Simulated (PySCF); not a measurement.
Atom-mapped SMILES (the numbers label the heavy atoms): `[CH3:1][C@H:2]1[CH:3]=[CH:4][O:5][SiH2:6][CH2:7]1`; H(Xn) means a hydrogen on atom n. Ha(Si6), Ha(C7) are cis to C1 on the ring; Hb(Si6), Hb(C7) are trans to C1 on the ring.

Rapidly exchanging positions averaged, non-relativistic Hamiltonian, one conformer, in vacuum. Geometry: GFN2-xTB; GIAO PBE0/pcSseg-1 shieldings; PySCF.

References, each an isolated molecule treated in the same way: ¹³C and ¹H and ²⁹Si vs TMS; ¹⁷O vs H2O.

| atoms | nucleus | count | Hirshfeld charge | δ (ppm) |
| --- | --- | --- | --- | --- |
| Ha(Si6) | ¹H | 1 | -0.08 | ? |
| Hb(C7) | ¹H | 1 | 0.04 | ? |
| Ha(C7) | ¹H | 1 | 0.04 | 0.73 |
| H(C4) | ¹H | 1 | 0.05 | 6.50 |
| H(C3) | ¹H | 1 | 0.04 | 4.62 |
| O5 | ¹⁷O | 1 | -0.21 | 92.7 |
| C7 | ¹³C | 1 | -0.17 | 17.9 |
| C3 | ¹³C | 1 | -0.09 | ? |
| C2 | ¹³C | 1 | -0.02 | 27.8 |
| C4 | ¹³C | 1 | 0.02 | 149.4 |
| Si6 | ²⁹Si | 1 | 0.41 | ? |
| Hb(Si6) | ¹H | 1 | -0.08 | 5.19 |
| H(C1) | ¹H | 3 | 0.04 | 1.18 |
| H(C2) | ¹H | 1 | 0.04 | 2.48 |
| C1 | ¹³C | 1 | -0.12 | ? |

Q: Fill in the missing shifts.

A: 
- C3: 115.3 ppm, β carbon of an enol-ether or enamine type C=C
- C1: 28.4 ppm, methyl carbon; aliphatic region, no heteroatom directly attached
- Ha(Si6): 5.14 ppm, hydrogen on a silicon bonded to C, O, in a 6-membered ring
- Hb(C7): 0.63 ppm, hydrogen on an sp3 CH2 bonded to Si; an electropositive neighbour shields it, as in TMS itself
- Si6: -19.1 ppm, silicon bonded to C, O, 2 H, in a 6-membered ring

Shifts are as computed. Against solution values, carbons near 30 ppm lie about +3 ppm off and those near 130 ppm about +5 ppm. Of 1309 compounds with measured shifts, 239 miss one by over three times the rms of a fit or turn the order of signals round; such compounds aren't used in these exercises. Experimental scales use liquid or dissolved standards, which lie at an offset from isolated H2O (liquid H2O: subtract about 36 ppm).
